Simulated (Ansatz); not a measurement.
Reaction (cleavage of the Si–In bond): `[SiH3][SiH2][InH2]` + `CSS` → `CSS[SiH2][SiH3]` + `[InH3]`

Isolated molecules relaxed with PBE0-D4/def2-TZVP in Ansatz; ΔE leaves out vibrations. CCSD(T)/CBS is the MP2 limit (def2-TZVPP, def2-QZVPP) plus CCSD(T) − MP2 in def2-TZVPP, frozen cores. Functionals use def2-TZVPP. B3LYP here is the variant with VWN-RPA as its local correlation; programs differ in this. Elements past krypton have def2 core potentials. For In outer-core shells are correlated without core-valence functions, which leaves a few kJ/mol of doubt a bond. Each species was taken in one conformer, which may not be the lowest.

```csv
level,ΔE (kcal/mol),difference from CCSD(T)/CBS
PBE-D4,-3.5,0.7
r2SCAN-D4,-4.3,-0.1
PBE0-D4,-3.9,0.3
B3LYP-D4,-5.1,-0.9
ωB97X-V,-4.9,-0.7
ωB97M-V,-5.3,-1.1
B2PLYP,-3.7,0.5
PBE,-1.8,2.4
r2SCAN,-3.8,0.4
PBE0,-2.3,1.9
B3LYP,-2.4,1.8
HF/def2-TZVPP,-4.3,-0.1
MP2/def2-TZVPP,-5.2,-1.0
SCS-MP2/def2-TZVPP,-5.0,-0.8
CCSD/def2-TZVPP,-3.5,0.7
CCSD(T)/def2-TZVPP,-4.0,0.2
HF/def2-QZVPP,-4.3,-0.1
MP2/def2-QZVPP,-5.3,-1.1
SCS-MP2/def2-QZVPP,-5.1,-0.9
HF/CBS(def2),-4.3,-0.1
MP2/CBS(def2),-5.4,-1.2
CCSD/CBS(def2),-3.7,0.5
CCSD(T)/CBS,-4.2,0
```

Largest T1 diagnostic among the species: 0.014.

The D4 term adds −2.7 kcal/mol with B3LYP and −1.5 kcal/mol with PBE0; it sums over pairs of atoms, weighted by their polarisabilities, and B3LYP, whose exchange is more repulsive, gets the larger term.
